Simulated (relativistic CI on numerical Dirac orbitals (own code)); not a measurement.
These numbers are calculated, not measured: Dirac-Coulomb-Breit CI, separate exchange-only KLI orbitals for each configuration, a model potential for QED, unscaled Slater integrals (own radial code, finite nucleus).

The strongest absorption lines from the ground level of an ion, among the configurations computed and to levels below about 212 eV (vacuum wavelength in Å, gf): 74.533 (0.63), 75.240 (0.43), 75.740 (0.72), 77.004 (0.24), 78.703 (0.69), 78.839 (0.22), 79.016 (0.48), 79.595 (0.22).

Q: Which ion is it?
A. Mo21+
B. Ru21+
C. Pd23+
D. Mo19+

A: D. Mo19+ has 23 electrons and the ground level 3s2 3p6 3d5 6S_5/2; the strongest line goes to 3s2 3p5 3d6 4D°_7/2. The pattern of lines fixes the number of electrons, and along that sequence the line energies rise steadily with the charge (about as its square where n changes within one kind of shell, about linearly where n is kept but much faster in heavy ions where fine structure, which grows about as Z⁴, sets the gap, and irregularly where shells cross), which fixes Z. Configurations outside the model, such as inner-shell arrays, can give stronger lines. At this charge energies of transitions that change n are usually good to better than 1 %, and those within a shell (Δn = 0) to a few per cent. Terms inside the open d or f shell come out 10 to 20 % too wide with unscaled integrals.

LS names give the leading component of a level, which can be under half, so a name can repeat, a term be missing and a line seem to break the LS rules.
